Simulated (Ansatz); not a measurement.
Ideal-gas functions of CH4AlClO2, SMILES `C[O][Al]([OH])[Cl]` at 500 K and 1 bar, from an Ansatz frequency run at PBE0-D4/def2-TZVP.

Molar mass 110.48 g/mol, point group Cs (symmetry number 1), electronic degeneracy 1, moments of inertia 142.74, 211.251, 350.828 u Å². Harmonic wavenumbers (cm⁻¹, unscaled): 84, 88, 102, 193, 259, 261, 336, 474, 639, 739, 925, 1183, 1192, 1240, 1488, 1496, 1502, 3015, 3082, 3092, 3966.

Use S(trans) = R[1.5 ln M + 2.5 ln T − 1.1517]; rotational temperatures θ = 24.2544 K / I; S(rot) = R[ln(√π/σ · √(T³/θAθBθC)) + 1.5]; for each mode x = 1.438777 ν̃/T, S = R[x/(eˣ − 1) − ln(1 − e⁻ˣ)] and H = RT x/(eˣ − 1); 1 cm⁻¹ = 0.0119627 kJ/mol; R = 8.31446 J/(mol·K).

Question: By hand: the entropy, in J/(mol·K).

Answer: Translation 178.3. Rotation: θ = 0.1699, 0.1148, 0.0691 K, giving 122.2. Vibration, mode by mode: 20.14, 19.76, 18.54, 13.31, 10.95, 10.89, 8.91, 6.35, 4.33, 3.45, 2.26, 1.25, 1.23, 1.10, 0.61, 0.60, 0.59, 0.01, 0.01, 0.01, 0.00, in all 124.3. Electronic 0.0. Sum 424.8 J/(mol·K).

Question: By hand: H − E and G − E in kJ/mol, counted from the electronic energy.

Answer: Zero-point energy ½ × 25356 × 0.0119627 = 151.7; thermal vibration 29.6; translation, rotation and pV give 4 RT = 16.6. H − E = 197.9 kJ/mol, and G − E = 197.9 − 500 × 424.8/1000 = -14.5 kJ/mol.

Vibration gives 29 % of the entropy, 58.4 J/(mol·K) of it from the modes under 150 cm⁻¹: soft modes count most, and the harmonic formula is weakest for them. The sum counts one conformer and one mirror image; others add a mixing term.
